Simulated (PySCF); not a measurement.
## Magnetisability: `P[SiH2]P([SiH3])[SiH3]`, H₁₀P₂Si₃

Cartesian coordinates in Å; atom numbers follow the order of the lines, from 1:
```xyz
15

Si   -1.698    1.507   -0.357
P    -0.958   -0.043    1.062
Si   -1.049   -1.893   -0.174
Si    1.220    0.422    1.114
P     2.228    0.431   -0.898
H    -1.588    2.781    0.350
H    -3.092    1.178   -0.645
H    -0.920    1.538   -1.598
H    -0.367   -2.939    0.588
H    -0.401   -1.733   -1.480
H    -2.465   -2.199   -0.354
H     1.826   -0.526    2.056
H     1.357    1.782    1.643
H     3.489    0.638   -0.373
H     2.415   -0.938   -0.956
```

Level of theory: GIAO PBE/pcSseg-1 magnetisability, rotational g tensor and spin-rotation constants, non-relativistic, gas phase (PySCF). Geometry: GFN2-xTB.

What are the magnetisability and the molar susceptibility?

Isotropic -1722 × 10⁻³⁰ J/T², or -103.7 × 10⁻⁶ cm³/mol; principal values -1759, -1724, -1684 × 10⁻³⁰ J/T², anisotropy 65 × 10⁻³⁰ J/T² (root of half the summed squared differences of the principal values). The susceptibility is in cgs units.

Split it along the inertial axes a, b, c into diamagnetic and paramagnetic parts about the centre of mass, with the quadrupole moment.


| axis | χ (10⁻⁶ cm³/mol) | diamagnetic (10⁻⁶ cm³/mol) | paramagnetic (10⁻⁶ cm³/mol) | summed x² of all electrons (Å²) | quadrupole Θ (D Å) |
| --- | --- | --- | --- | --- | --- |
| a | -104.6 | -888.7 | 784.1 | 224.6 | +2.53 |
| b | -102.6 | -1279.7 | 1177.0 | 132.4 | +3.21 |
| c | -103.8 | -1514.6 | 1410.8 | 77.1 | -5.74 |

Anisotropies 2χaa − χbb − χcc = -2.8 and 2χbb − χaa − χcc = +3.2 × 10⁻⁶ cm³/mol. Θ is traceless in Buckingham's convention.

And the rotational g tensor?


```
axis  rotational constant (GHz)        g  nuclear part  electronic part
   a                     1.6342  -0.0209        0.5811          -0.6020
   b                     1.0253  -0.0143        0.5527          -0.5670
   c                     0.8606  -0.0094        0.5610          -0.5704
```
Asymmetric top; isotopes 1H, 31P, 28Si; no vibrational averaging.
